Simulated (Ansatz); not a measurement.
Cost and result up the ladder for the cluster Be9O9 (the lowest singlet isomer of a short search) (18 atoms). The state is a singlet with charge 0. Geometry: r2SCAN-D4/def2-SVP.

```xyz
18

Be    0.211    1.211    3.820
Be    1.845   -0.951    3.423
Be    2.620   -2.662    1.426
Be   -1.102   -0.143   -3.852
Be    2.172   -3.130   -1.237
Be    0.700   -2.137   -3.323
Be   -2.543    3.085   -0.104
Be   -2.381    1.919   -2.579
Be   -1.521    2.808    2.424
O     2.649   -3.200    0.106
O    -0.223   -1.261   -3.967
O    -0.725    2.224    3.453
O     2.466   -1.998    2.680
O    -1.927    0.982   -3.554
O    -2.721    2.765   -1.482
O    -2.246    3.258    1.281
O     1.136    0.141    4.005
O     1.590   -2.912   -2.521
```

Ansatz on 4 threads of Arm Neoverse V1 on a shared host. Times are rough, and most runs start from the orbitals of an earlier one. PBE0-D4/def2-TZVP serves as the yardstick here, not as an exact answer. Differences are given only for rows in sets of like size (and for xTB, whose basis is part of the method), since another set adds its own error. Binding counts from free atoms at the same level (Be singlet, O triplet; other spins of the atoms weren't run), without zero-point energy or a counterpoise term.

B3LYP takes the VWN-RPA correlation. Correlated methods freeze 9 core orbitals. The rows differ in basis, and correlated rows in double-zeta sets carry the largest basis error. The structure comes from a short search, and lower isomers may exist.

Correlated methods converge slowly with the basis, most of all in double-zeta sets.

| level | functions | wall time | binding energy per atom (eV) | difference from PBE0-D4/def2-TZVP (eV) |
| --- | --- | --- | --- | --- |
| HF/STO-3G | 90 | 1.2 s | 4.02 | – |
| PBE-D4/def2-SVP | 207 | 3.5 s | 5.37 | – |
| LDA (SPW92)/def2-TZVP | 450 | 4.7 s | 5.92 | 0.79 |
| MP2/def2-SVP | 207 | 5.5 s | 5.05 | – |
| PBE0-D4/def2-SVP | 207 | 6 s | 5.17 | – |
| PBE-D4/def2-TZVP | 450 | 8.5 s | 5.31 | 0.18 |
| r2SCAN-D4/def2-TZVP (with forces) | 450 | 17 s | 5.26 | 0.13 |
| B3LYP-D4/def2-TZVP | 450 | 20 s | 5.20 | 0.07 |
| PBE0-D4/def2-TZVP | 450 | 21 s | 5.13 | 0.00 |
